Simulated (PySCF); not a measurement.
# What builds the electron affinity along the 5p block

Calculated with PySCF 2.14 from differences of total energies of unrestricted determinants, without spin-orbit coupling. Each column adds one step, in eV (sums use unrounded values): valence MP2, valence CCSD, valence triples, then the next inner shell at CCSD(T) (Sn 4s 4p 4d, Te 4s 4p 4d, I 4s 4p 4d). References (photodetachment measurements) marked * lie between the lowest fine-structure levels; the others compare directly ((s) semi-empirical, (t) theoretical).

```
                                                                                                element    UHF  + MP2  + CCSD  + (T)  + inner shell    sum  reference
Sn [Kr] 4d10 5s2 5p3 → [Kr] 4d10 5s2 5p2 (def2-TZVPPD with the def2 core potential (28 electrons), ECP)  0.904  0.374  -0.013  0.034          0.004  1.302    1.112 *
Te [Kr] 4d10 5s2 5p5 → [Kr] 4d10 5s2 5p4 (def2-TZVPPD with the def2 core potential (28 electrons), ECP)  1.054  0.740   0.004  0.051          0.019  1.869    1.971 *
              I [Xe] → [Kr] 4d10 5s2 5p5 (def2-TZVPPD with the def2 core potential (28 electrons), ECP)  2.311  0.842  -0.102  0.055          0.025  3.130    3.059 *
```

What remains against the references is mostly basis incompleteness and, for starred values, spin-orbit coupling.

These are valence bases, so the inner-shell step is incomplete.
